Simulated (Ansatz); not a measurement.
**Reading a saddle point**

A first-order saddle point of SiNH₇SO, closed shell, PBE0-D4/def2-TZVP, with one imaginary mode of 209i cm⁻¹:

```
11
angstrom
Si -0.3087 -0.2840 -0.3417
O 0.6662 0.7507 0.8316
H 0.1665 -0.5318 -1.7219
H -1.7300 -0.2326 0.0562
N 0.3648 -1.7330 0.3765
H 0.6308 1.6318 0.2699
S -0.5165 2.0912 -1.1862
H 1.5328 0.3674 1.0296
H 0.6187 -2.4827 -0.2465
H 0.0180 -2.1038 1.2482
H -1.4425 2.5268 -0.3158
```

Program: Ansatz 0.2.0. Basis: def2-TZVPP and def2-QZVPP. Cores are frozen in the correlated methods. Extrapolation: Hartree–Fock as exp(−7.88 √X), correlation as X^−2.97.

Which contacts change along the imaginary mode, and what lies on either side? (Judge from chemistry; the calculation decides.)

The calculation gives: The step is SiNH₅O ([NH2][SiH2][OH]) + H₂S → SiNH₅S ([NH2][SiH2][SH]) + H₂O, with the molecules in contact on both sides. Shortening one way: Si1–S7, O2–H6; lengthening the same way: Si1–O2, H6–S7.
| pair | one side (Å) | saddle (Å) | other side (Å) |
| --- | --- | --- | --- |
| Si1–S7 | 4.69 | 2.53 | 2.16 |
| O2–H6 | 2.14 | 1.05 | 0.97 |
| Si1–O2 | 1.66 | 1.84 | 3.63 |
| H6–S7 | 1.35 | 1.91 | 2.48 |

Which side is lower, and how far does the saddle lie above each? (To be estimated.)

By the calculation: The side with Si1–O2, H6–S7 short is lower by 28.1 kJ/mol; the saddle lies 139.8 kJ/mol above it and 111.8 kJ/mol above the other (CCSD(T) at an estimated basis limit (MP2 extrapolated from triple and quadruple zeta, plus CCSD(T) − MP2 in triple zeta); electronic energies).

T1 diagnostic: at most 0.012.

Labels in which every atom is bracketed show which atoms are joined, not bond orders.

For scale, one of the runs: CCSD(T)/def2-TZVPP, 244 basis functions, launched by `ansatz run in.yaml --threads 4 --pin off --events-out ev --progress --plain --max-ram 9574MiB`. Hardware: 4 CPU threads of an Intel Xeon Platinum 8259CL, shared host. Wall time 62 s; peak host memory 4.7 GiB.
